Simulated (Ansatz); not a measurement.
`CBB(N)Br` + H₂ → `NBBr` + `BC` at 298.15 K and 1 bar (hydrogenolysis of a B–B bond).

Computed with Ansatz on PBE0-D4/def2-TZVP structures; ΔE is electronic, products minus reactants. CCSD(T)/CBS is the MP2 limit (def2-TZVPP, def2-QZVPP) plus CCSD(T) − MP2 in def2-TZVPP, frozen cores. This one scheme is used for every species. For Br outer-core shells are correlated without core-valence functions, which leaves a few kJ/mol of doubt a bond. Scalar relativity is left out up to krypton. One conformer a species, not always the lowest.

| species | CCSD(T)/CBS energy (Eh) | H − E (kJ/mol) | S (J/(mol·K)) |
| --- | --- | --- | --- |
| `CBB(N)Br` | -2719.34775 | 234.4 | 362.0 |
| H₂ | -1.17544 | 35.1 | 130.4 |
| `NBBr` | -2654.70322 | 120.2 | 279.8 |
| `BC` | -65.83255 | 158.6 | 247.5 |

H − E and S are ideal-gas, rigid-rotor, harmonic terms from PBE0-D4/def2-TZVP, for one conformer and one mirror image of each species. For small species the MP2-based limit differs from directly extrapolated CCSD(T) by up to some mEh (0.8 for H₂); such offsets cancel only in part. 1 Eh = 2625.50 kJ/mol, R = 8.31446 J/(mol·K).

Problem. By hand: ΔE, ΔH, ΔS and ΔG.

Solution. ΔE = (-2654.70322) + (-65.83255) − (-2719.34775) − (-1.17544) = -0.01258 Eh = -33.0 kJ/mol. Δ(H − E) = 120.2 + 158.6 − 234.4 − 35.1 = 9.3, so ΔH = -23.7 kJ/mol. ΔS = 279.8 + 247.5 − 362.0 − 130.4 = 34.9 J/(mol·K). ΔG = -23.7 − 298.15 × (34.9)/1000 = -34.1 kJ/mol.

Problem. By hand: the equilibrium constant, and the temperature at which ΔG would vanish if ΔH and ΔS stayed fixed.

Solution. log₁₀ K = −ΔG/(RT ln 10) = 6.0. ΔH and −TΔS have one sign here, so there is no such temperature.

TΔS isn't small against ΔH here. A doubt of 5 kJ/mol in ΔE shifts log₁₀ K by 0.9 here. Other conformers and mirror images would add mixing entropy, several J/(mol·K) or more a flexible species. These are equilibria of isolated gas molecules and say nothing of rates. Largest T1 diagnostic: 0.010 (customary marks: 0.02 for closed shells, 0.045 for open ones).
